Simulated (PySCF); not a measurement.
## C2H8O2Si3: full NMR table

```
Formula                               : C2H8O2Si3
SMILES                                : C#C[SiH2]O[SiH2][SiH2]O
InChI                                 : InChI=1S/C2H8O2Si3/c1-2-5-4-7-6-3/h1,3H,5-7H2
Point group of the computed structure : C1
Degrees of unsaturation               : 2
Carbon signals                        : 2
Proton signals                        : 5
```

Structure with atom numbers: `[CH:1]#[C:2][SiH2:3][O:4][SiH2:5][SiH2:6][OH:7]`; H(Xn) means a hydrogen on atom n.

PySCF 2.14 calculation with GFN2-xTB structure and shielding tensors at PBE0/pcSseg-1 (GIAO); fast rotation and ring inversion assumed for equivalent nuclei, non-relativistic Hamiltonian, one computed conformer, in vacuum.

Chemical shifts δ = σref − σ; ¹H (σref 31.72) and ¹³C (σref 186.93) and ²⁹Si (σref 349.16) against TMS; H2O for ¹⁷O (σref 336.08), all at this level.

```tsv
carbon	δC, type	δH (multiplicity)	HMBC from (2–3 bonds)	span of the C tensor (ppm)
C1	102.7, CH	2.01 (t)	H(Si3)	245
C2	88.8, C	–	H(Si3), H(C1)	289
```

Other nuclei:
```csv
atoms,nucleus,environment,δ (ppm),σ (ppm)
H(Si5),¹H,"hydrogen on a silicon bonded to O, Si",5.68,26.03
H(Si6),¹H,"hydrogen on a silicon bonded to O, Si",5.64,26.08
H(Si3),¹H,"hydrogen on a silicon bonded to C, O",5.03,26.69
H(O7),¹H,hydrogen on an oxygen bonded to Si,0.17,31.55
Si6,²⁹Si,"silicon bonded to O, Si, 2 H",-32.9,382.0
Si5,²⁹Si,"silicon bonded to O, Si, 2 H",-35.4,384.5
Si3,²⁹Si,"silicon bonded to C, O, 2 H",-55.9,405.0
O4,¹⁷O,oxygen bonded to 2 Si,7.1,328.9
O7,¹⁷O,"oxygen bonded to Si, H",-10.5,346.6
```

Carbon types of the structure: 1 × C, 1 × CH, leaving 7 H on heteroatoms. δC 102.7: terminal alkyne carbon; the triple bond shields along its axis, which puts it between sp3 and sp2 carbons. δC 88.8: alkyne carbon; the triple bond shields along its axis, which puts it between sp3 and sp2 carbons. δH 5.68, 5.64: hydrogen on a silicon bonded to O, Si. δH 2.01: hydrogen on a terminal alkyne carbon; it lies on the axis of the triple bond, in its shielding cone. δH 0.17: hydrogen on an oxygen bonded to Si; exchangeable, gas-phase position.

The OH or NH signal is concentration- and solvent-dependent in practice; the value given is the gas-phase one. Shifts are as computed. Against solution values, carbons near 30 ppm lie about +3 ppm off and those near 130 ppm about +5 ppm. Of 1211 compounds with measured shifts, 218 miss one by over three times the rms of a fit or turn the order of signals round; such compounds aren't used in these exercises. Experimental scales use liquid or dissolved standards, which lie at an offset from isolated H2O (liquid H2O: subtract about 36 ppm). No couplings were computed; multiplicities are counted from neighbouring protons, with m where these are inequivalent, close in shift, in a saturated or five-membered ring or joined by F or P, and br s for small geminal =CH2 splittings.
